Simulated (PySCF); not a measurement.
Calculated NMR data

PySCF 2.14.0 with density-fitted response routines calculation with shielding tensors at PBE0/pcSseg-1 (GIAO) and structure optimised with PBE0-D3(BJ)/def2-SVP; non-relativistic Hamiltonian, no solvent, equivalent nuclei averaged, a single conformation.

δ = σ(ref) − σ, references computed at the same level: 1H (σref 31.27) and 13C (σref 184.41) against TMS. Splittings of carbon signals by F and P are missing where no couplings were computed. Where no couplings were computed, multiplicities follow the n + 1 count of equivalent neighbours, and m marks all less simple cases (inequivalent or close neighbours, rings, F or P nearby). Shifts are as computed. Against solution values, carbons near 30 ppm lie about +2 ppm off and those near 130 ppm about +5 ppm. Of 1309 compounds with measured shifts, 239 miss one by over three times the rms of a fit or turn the order of signals round; such compounds aren't used in these exercises.

Compound 1 (C6H8F4). 1H NMR (400 MHz, computed): δ 5.87 (m, 1H), 5.16 (m, 2H), 2.67 (m, 2H), 1.88 (d, 3H). 13C{1H} NMR (computed): δ 140.8 (CH), 135.0 (C), 131.3 (C), 78.9 (CH2), 38.4 (CH2), 16.3 (CH3). Structure: SMILES C/C=C(\CF)CC(F)(F)F.

Compound 2 (C6H8F4). 1H NMR (400 MHz, computed): δ 2.23 (m, 2H), 1.38 (m, 6H). 13C{1H} NMR (computed): δ 164.1, 131.5, 90.9, 40.4, 28.1. Structure: SMILES CC(C)(F)CC(F)=C(F)F.
